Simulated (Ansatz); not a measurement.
Geometry optimisation, UKS PBE/def2-SVP (Ansatz 0.2.0).

input.yaml

```yaml
crystal:
  periodic: [false, false, false]
  atoms:
    - { symbol: Ga, position_ang: [-0.089765, 0.00227, -0.085707] }
    - { symbol: H, position_ang: [0.109602, -0.00283, 1.478309] }
    - { symbol: Cl, position_ang: [1.79239, 0.002353, -1.201705] }
    - { symbol: C, position_ang: [-1.735808, 0.001776, -1.165894] }
    - { symbol: H, position_ang: [-2.327323, -0.914289, -0.960493] }
    - { symbol: H, position_ang: [-2.374392, 0.869489, -0.901249] }
    - { symbol: H, position_ang: [-1.486497, 0.043097, -2.242877] }
    - { symbol: C, position_ang: [0.057596, -0.000474, 3.788896] }
    - { symbol: H, position_ang: [-0.535178, -0.922085, 3.864649] }
    - { symbol: H, position_ang: [1.153919, -0.051861, 3.773564] }
    - { symbol: H, position_ang: [-0.445943, 0.972452, 3.868307] }
magnetization:
  spin_polarized: true
  initial_magnetization: 1
basis:
  gaussian: { orbitals: def2-SVP }
hamiltonian:
  xc: pbe
relax:
  f_tol: 0.03
  max_steps: 50
```

Launched with:

```bash
$ ansatz run input.yaml --threads 4 --pin off --max-ram 5120MiB --backend cpu --events-out ev --progress --plain --runs-dir out
```

Where does it end, and by what steps?

The run converged. The force dipped under the threshold on the way, but the program's further checks kept it going. After 7 steps the energy has fallen by 0.007 eV; C8 moved furthest, 0.22 Å.

| step | energy less start (eV) | largest force component (eV/Å) | accepted |
| --- | --- | --- | --- |
| 0 | 0.0000 | 0.123 | yes |
| 1 | -0.0024 | 0.177 | yes |
| 2 | -0.0041 | 0.188 | yes |
| 3 | -0.0045 | 0.209 | yes |
| 4 | -0.0058 | 0.029 | yes |
| 5 | -0.0064 | 0.016 | yes |
| 6 | -0.0066 | 0.062 | yes |
| 7 | -0.0067 | 0.018 | yes |

```xyz
11
Properties=species:S:1:pos:R:3
Ga -0.118 0.002 -0.189
H 0.060 0.000 1.380
Cl 1.768 -0.001 -1.294
C -1.756 0.002 -1.282
H -2.341 -0.918 -1.077
H -2.392 0.869 -1.010
H -1.515 0.048 -2.361
C 0.102 -0.001 3.999
H -0.489 -0.925 4.055
H 1.198 -0.052 3.945
H -0.399 0.975 4.051
```

Run time: 15 s on 4 threads of Intel(R) Xeon(R) CPU @ 2.80GHz (Skylake/Cascade Lake) (shared host), peak memory 0.22 GiB.
